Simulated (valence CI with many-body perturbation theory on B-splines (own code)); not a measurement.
# E1 transitions of Rb⁶⁺

Method: relativistic CI+MBPT: three valence electrons over a frozen Dirac-Fock core [Ar] 3d10, a basis of 11 s, 11 p, 10 d, 8 f, 5 g, 2 h functions for each j, with the one-electron correlation potential Σ1 (screened to all orders), the two-electron term Σ2, the three-electron term Σ3, Breit, model QED; selected single and double excitations, second order for the rest, scaled by the run's own slope (own B-spline code, finite nucleus).

Against 19 measured levels this calculation errs by 135 cm⁻¹ on average and by 327 at most. These come from a selection out of Sansonetti, J. Phys. Chem. Ref. Data 35, 301 (2006). Levels without a partner in it may be off by more.

Lines 1 to 50 of 544 in falling wavelength, among levels below 659390 cm⁻¹, chosen from the strongest by gf and those to the six lowest levels. Wavelengths and rates use the calculated energies, so an error of 100 cm⁻¹ moves a line at 1528 nm by 1.5 % and its rate by three times that or more. Electric multipoles are in the length gauge, E1 and E2 with the static RPA response of the core. Weak lines are less certain than strong ones. Lines between different terms over intervals too small for the method are left out, as are lines whose strength nearly cancels. Where a level lies close to another of its J and parity, the split of strength between their lines is uncertain. The highest levels of a list are the least certain.

Names give the largest LS component (configuration and term), which can be under half, so a name can repeat, a term be missing and a line seem to break the LS rules; names also repeat where a configuration has a term twice. Letters in brackets count levels of one name in rising energy.

| λ vac (nm) | Upper | Lower | A (s⁻¹) | S (a.u.) |
| --- | --- | --- | --- | --- |
| 1528 | 4s2.5g 2G_9/2 [a] | 4s2.5f 2F°_7/2 | 1.08e+06 | 1.90e+01 |
| 1523 | 4s2.5g 2G_7/2 | 4s2.5f 2F°_5/2 | 2.18e+06 | 3.04e+01 |
| 1476 | 4s2.6g 2G_9/2 | 4s2.6f 2F°_7/2 | 6.86e+06 | 1.09e+02 |
| 1443 | 4s2.5g 2G_9/2 [b] | 4s2.5f 2F°_7/2 | 1.32e+06 | 1.95e+01 |
| 1407 | 4s2.6g 2G_7/2 | 4s2.6f 2F°_5/2 | 8.91e+06 | 9.80e+01 |
| 851.2 | 4s2.6g 2G_9/2 | 4s.4p.5d 2F°_7/2 | 6.77e+06 | 2.06e+01 |
| 686.8 | 4s2.7p 2P°_1/2 | 4s2.7s 2S_1/2 | 8.05e+07 | 2.57e+01 |
| 685.6 | 4s2.6f 2F°_7/2 | 4s.4p.4f 2G_9/2 [b] | 9.78e+06 | 1.25e+01 |
| 646.8 | 4s2.7p 2P°_3/2 | 4s2.7s 2S_1/2 | 9.04e+07 | 4.83e+01 |
| 629.0 | 4s.4p.5p 2D_5/2 [b] | 4s2.5f 2F°_7/2 | 8.78e+06 | 6.47e+00 |
| 578.9 | 4s2.6f 2F°_5/2 | 4s.4p.4f 2G_7/2 [b] | 1.05e+07 | 6.04e+00 |
| 577.0 | 4s2.7d 2D_5/2 | 4s2.6f 2F°_7/2 | 1.03e+08 | 5.87e+01 |
| 564.5 | 4s2.7d 2D_3/2 | 4s2.6f 2F°_5/2 | 1.25e+08 | 4.43e+01 |
| 456.1 | 4s2.6h 2H°_11/2 | 4s.4p.4f 2G_9/2 [b] | 2.41e+07 | 1.35e+01 |
| 448.3 | 4s2.7d 2D_5/2 | 4s.4p.5d 2F°_7/2 | 2.61e+07 | 6.97e+00 |
| 410.1 | 4s2.7d 2D_3/2 | 4s2.7p 2P°_3/2 | 5.69e+07 | 7.75e+00 |
| 408.2 | 4s2.7d 2D_5/2 | 4s2.7p 2P°_3/2 | 3.53e+08 | 7.12e+01 |
| 398.3 | 4s2.6h 2H°_9/2 | 4s.4p.4f 2G_7/2 [b] | 2.68e+07 | 8.37e+00 |
| 396.7 | 4s2.5d 2D_5/2 | 4s2.4f 2F°_7/2 | 3.02e+07 | 5.59e+00 |
| 395.5 | 4s2.7d 2D_3/2 | 4s2.7p 2P°_1/2 | 3.24e+08 | 3.96e+01 |
| 347.7 | 4s2.6p 2P°_1/2 | 4s2.6s 2S_1/2 | 2.56e+08 | 1.06e+01 |
| 333.1 | 4s2.6d 2D_3/2 | 4s2.5f 2F°_5/2 | 2.43e+08 | 1.78e+01 |
| 330.3 | 4s2.6p 2P°_3/2 | 4s2.6s 2S_1/2 | 2.99e+08 | 2.13e+01 |
| 327.6 | 4s2.6d 2D_5/2 | 4s2.5f 2F°_7/2 | 2.25e+08 | 2.34e+01 |
| 322.9 | 4s2.7p 2P°_1/2 | 4s2.6d 2D_3/2 | 4.46e+08 | 1.48e+01 |
| 322.4 | 4s.4p.5p 2D_5/2 [b] | 4s2.6p 2P°_3/2 | 6.53e+07 | 6.48e+00 |
| 318.1 | 4s2.7p 2P°_3/2 | 4s2.6d 2D_5/2 | 3.61e+08 | 2.30e+01 |
| 297.4 | 4s.4p.5d 2F°_7/2 | 4s2.6d 2D_5/2 | 5.82e+07 | 6.04e+00 |
| 262.4 | 4s2.6f 2F°_5/2 | 4s2.6d 2D_5/2 | 4.86e+07 | 2.60e+00 |
| 259.5 | 4s2.6f 2F°_5/2 | 4s2.6d 2D_3/2 | 7.35e+08 | 3.80e+01 |
| 259.1 | 4s2.6f 2F°_7/2 | 4s2.6d 2D_5/2 | 6.69e+08 | 4.59e+01 |
| 221.5 | 4s.4p.5d 2F°_5/2 [b] | 4s.4p.4f 2G_7/2 [a] | 8.87e+07 | 2.86e+00 |
| 221.2 | 4s.4p.5d 2F°_7/2 | 4s.4p.4f 2G_9/2 [a] | 2.12e+08 | 9.06e+00 |
| 221.2 | 4s2.6d 2D_3/2 | 4s2.6p 2P°_3/2 | 1.78e+08 | 3.79e+00 |
| 220.7 | 4s.4p.5d 4P°_3/2 | 4s.4p.4f 4D_5/2 | 1.23e+08 | 2.60e+00 |
| 219.1 | 4s2.6d 2D_5/2 | 4s2.6p 2P°_3/2 | 1.06e+09 | 3.31e+01 |
| 218.9 | 4s.4p.5d 4P°_5/2 | 4s.4p.4f 4D_7/2 | 1.04e+08 | 3.24e+00 |
| 217.1 | 4s2.7p 2P°_3/2 | 4s.4p.5p 2D_5/2 [b] | 2.13e+08 | 4.31e+00 |
| 214.0 | 4s2.6d 2D_3/2 | 4s2.6p 2P°_1/2 | 9.94e+08 | 1.92e+01 |
| 208.1 | 4s.4p.5d 4D°_3/2 | 4s.4p.4f 4F_5/2 | 1.28e+08 | 2.28e+00 |
| 207.3 | 4s.4p.5d 2F°_7/2 | 4s.4p.5p 2D_5/2 [b] | 6.69e+07 | 2.35e+00 |
| 207.2 | 4s.4p.5p 2P_1/2 [a] | 4s.4p.5s 2P°_1/2 [a] | 2.53e+08 | 2.22e+00 |
| 203.7 | 4s.4p.5d 4D°_1/2 | 4s.4p.4f 4F_3/2 | 2.63e+08 | 2.20e+00 |
| 198.2 | 4s.4p.5d 4F°_3/2 | 4s.4p.4f 4G_5/2 | 2.55e+08 | 3.92e+00 |
| 197.4 | 4s.4p.5d 2F°_5/2 [a] | 4s.4p.4f 4F_7/2 | 1.26e+08 | 2.87e+00 |
| 197.3 | 4s.4p.5d 4D°_5/2 | 4s.4p.4f 4G_7/2 | 2.58e+08 | 5.87e+00 |
| 196.5 | 4s.4p.5d 4F°_7/2 | 4s2.5g 2G_9/2 [b] | 9.09e+07 | 2.72e+00 |
| 195.3 | 4s.4p.5d 4D°_7/2 | 4s.4p.4f 4G_9/2 | 2.70e+08 | 7.94e+00 |
| 195.1 | 4s.4p.5d 4F°_7/2 | 4s2.5g 2G_9/2 [a] | 1.38e+08 | 4.05e+00 |
| 195.0 | 4s.4p.4f 2G_7/2 [b] | 4s2.5f 2F°_5/2 | 1.02e+08 | 3.00e+00 |
